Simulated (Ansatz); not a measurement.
Consider the formal exchange of groups at the Si–O bond: `[SiH3][O][GeH2][O][SiH3]` + `CO[SiH3]` → `CO[SiH2][SiH3]` + `[OH][GeH2][O][SiH3]`.

Gas-phase electronic energies from Ansatz, PBE0-D4/def2-TZVP geometries. CCSD(T)/CBS adds triple-zeta CCSD(T) − MP2 to the extrapolated MP2 energy (def2 sets, frozen cores). Functionals use def2-TZVPP. For Ge outer-core shells are correlated without core-valence functions, which leaves a few kJ/mol of doubt a bond. Scalar relativity is left out up to krypton. Each species was taken in one conformer, which may not be the lowest.

`[SiH3][O][GeH2][O][SiH3]`:

```xyz
13

Si   -1.178   -1.893   -0.702
O    -0.719   -0.422   -1.263
Ge   -0.743    1.215   -0.607
O     0.231    1.222    0.863
Si    1.797    0.880    1.208
H    -1.456   -2.766   -1.868
H    -0.101   -2.499    0.124
H    -2.407   -1.775    0.132
H    -0.094    2.107   -1.669
H    -2.165    1.586   -0.177
H     2.167    1.606    2.448
H     2.685    1.317    0.094
H     1.981   -0.580    1.417
```

`CO[SiH3]`:

Z-matrix (Å, degrees):
```
C
O 1 1.408
H 1 1.091 2 108.3
H 1 1.096 2 111.5 3 119.2
H 1 1.096 2 111.5 3 -119.2
Si 2 1.642 1 122.4 3 -179.7
H 6 1.481 2 106.5 1 179.8
H 6 1.490 2 110.9 1 59.7
H 6 1.490 2 110.9 1 -60.1
```

`CO[SiH2][SiH3]`:

```xyz
12

C     0.473   -1.348   -1.791
O    -0.210   -0.500   -0.896
Si    0.503    0.103    0.461
Si   -1.092    1.427    1.542
H    -0.209   -1.609   -2.603
H     0.799   -2.271   -1.298
H     1.351   -0.852   -2.220
H     0.971   -1.009    1.342
H     1.715    0.901    0.102
H    -0.494    1.997    2.780
H    -2.280    0.615    1.917
H    -1.527    2.546    0.665
```

`[OH][GeH2][O][SiH3]`:

Z-matrix (Å, degrees):
```
Ge
O 1 1.769
O 1 1.771 2 108.9
H 1 1.530 2 110.0 3 -114.4
H 1 1.534 2 105.0 3 119.8
Si 2 1.638 1 134.0 3 55.1
H 3 0.960 1 113.2 2 67.9
H 6 1.490 2 110.9 1 36.0
H 6 1.487 2 110.9 1 -84.7
H 6 1.485 2 108.1 1 155.8
```

CCSD(T)/CBS gives +24.9 kcal/mol.

Q: Another level gave +17.7 kcal/mol. Which?
A. PBE0/def2-TZVPP
B. SCS-MP2/def2-TZVPP
C. PBE/def2-TZVPP
D. r2SCAN/def2-TZVPP

A: C. PBE 17.7, PBE0 20.0, SCS-MP2/def2-TZVPP 27.8, r2SCAN 22.6 kcal/mol.

Largest T1 diagnostic among the species: 0.012.

In def2-TZVPP, CCSD(T) changes the Hartree–Fock value by −5.8 kcal/mol (the triples alone add −0.7 kcal/mol) and MP2 by −4.0 kcal/mol. The D4 term adds +0.8 kcal/mol with B3LYP and +0.5 kcal/mol with PBE0; it sums over pairs of atoms, weighted by their polarisabilities, and B3LYP, whose exchange is more repulsive, gets the larger term. From PBE to PBE0 (25 % exact exchange), in def2-TZVPP and without D4, ΔE moves by +2.3 kcal/mol.

B3LYP here is the variant with VWN-RPA as its local correlation; programs differ in this.
